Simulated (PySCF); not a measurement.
Problem. Give a PBE0-D3(BJ)/def2-SVP geometry of `c1cc(ccn1)C=O` (4-pyridine carbaldehyde).

Solution. 
```
atom  x, y, z in Å
O1     2.8323    0.9274    0.2115
C2     2.1446   -0.0413    0.0229
C3     0.6595   -0.0141    0.0072
C4    -0.0759   -1.1773   -0.2190
C5    -1.4685   -1.0898   -0.2225
N6    -2.1275    0.0467   -0.0215
C7    -1.4191    1.1552    0.1940
C8    -0.0282    1.1833    0.2193
H9     2.5955   -1.0502   -0.1596
H10    0.4256   -2.1342   -0.3893
H11   -2.0777   -1.9840   -0.3966
H12   -1.9927    2.0748    0.3557
H13    0.5323    2.1034    0.3979
```

Orientation and origin are arbitrary. Atoms count from 1 in this order. The 5 C–C bonds span 1.391 Å (C7–C8, aromatic) to 1.485 Å (C2–C3, drawn single), a spread of 0.094 Å. The 8 heavy atoms lie in one plane (0.000 Å rms). The 6-membered ring C3–C4–C5–N6–C7–C8 has internal angles of 118.2° to 123.4°; it is planar, 0.00 Å rms from its mean plane, widest ring torsion 0°. Of the pairs four or more bonds apart, O1···H13 is among the closest relative to their van der Waals radii: 2.59 Å, 95 % of the sum of Bondi's values.

Bonds between heavy atoms (Å): O1=C2 1.203, C2–C3 1.485, C3–C4 1.395, C4–C5 1.395, C5–N6 1.329, N6–C7 1.333, C7–C8 1.391, C3–C8 1.397.

Computed with PySCF, PBE0-D3(BJ)/def2-SVP geometry optimisation, gas phase.

Point group: Cs (every atom within 0.08 Å of its image). Stationary, but not proved a minimum. One conformer, not necessarily the lowest (O1–C2–C3–C4 180°).

Cost: about 60 s of CPU time on one thread; the machine was shared, so the figure is rough. That covers the optimisation of the geometry.
